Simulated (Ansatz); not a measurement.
Relaxation of CHISSi (5 atoms, charge 0, multiplicity 1), to a largest force component of 0.02 eV/Å in at most 50 steps.

The calculation used RHF/def2-SVP in Ansatz 0.2.0.

```xyz
5
Properties=species:S:1:pos:R:3
S 1.332 1.669 0.754
Si 0.239 -0.064 0.150
C -0.279 -1.308 -0.916
I -1.670 -2.832 -0.402
H 0.377 2.535 0.414
```

Q: Where does it end, and by what steps?

A: The run converged. After 13 steps the energy has fallen by 1.169 eV; Si2 moved furthest, 1.10 Å.

```json
{"step": "0", "energy less start (eV)": "0.0000", "largest force component (eV/Å)": "1.851", "accepted": "yes"}
{"step": "1", "energy less start (eV)": "-0.2431", "largest force component (eV/Å)": "1.328", "accepted": "yes"}
{"step": "2", "energy less start (eV)": "-0.4356", "largest force component (eV/Å)": "1.887", "accepted": "yes"}
{"step": "3", "energy less start (eV)": "-0.6333", "largest force component (eV/Å)": "1.297", "accepted": "yes"}
{"step": "4", "energy less start (eV)": "-0.7971", "largest force component (eV/Å)": "1.279", "accepted": "yes"}
{"step": "5", "energy less start (eV)": "-0.9474", "largest force component (eV/Å)": "1.265", "accepted": "yes"}
{"step": "6", "energy less start (eV)": "-1.0714", "largest force component (eV/Å)": "0.891", "accepted": "yes"}
{"step": "7", "energy less start (eV)": "-1.1415", "largest force component (eV/Å)": "0.874", "accepted": "yes"}
{"step": "8", "energy less start (eV)": "-1.1599", "largest force component (eV/Å)": "0.417", "accepted": "yes"}
{"step": "9", "energy less start (eV)": "-1.1665", "largest force component (eV/Å)": "0.132", "accepted": "yes"}
{"step": "10", "energy less start (eV)": "-1.1676", "largest force component (eV/Å)": "0.103", "accepted": "yes"}
{"step": "11", "energy less start (eV)": "-1.1685", "largest force component (eV/Å)": "0.052", "accepted": "yes"}
{"step": "12", "energy less start (eV)": "-1.1682", "largest force component (eV/Å)": "0.116", "accepted": "no"}
{"step": "13", "energy less start (eV)": "-1.1687", "largest force component (eV/Å)": "0.009", "accepted": "yes"}
```

```xyz
5
Properties=species:S:1:pos:R:3
S 1.138 1.310 -0.111
Si -0.636 0.351 0.680
C -0.590 -1.150 -0.185
I -0.916 -2.935 -0.999
H 1.005 2.423 0.615
```

Whether the end is a true minimum wasn't checked by a vibrational analysis.

Run time: 40 s on 1 thread of Arm Neoverse V1, on a shared host, peak memory 0.2 GiB.
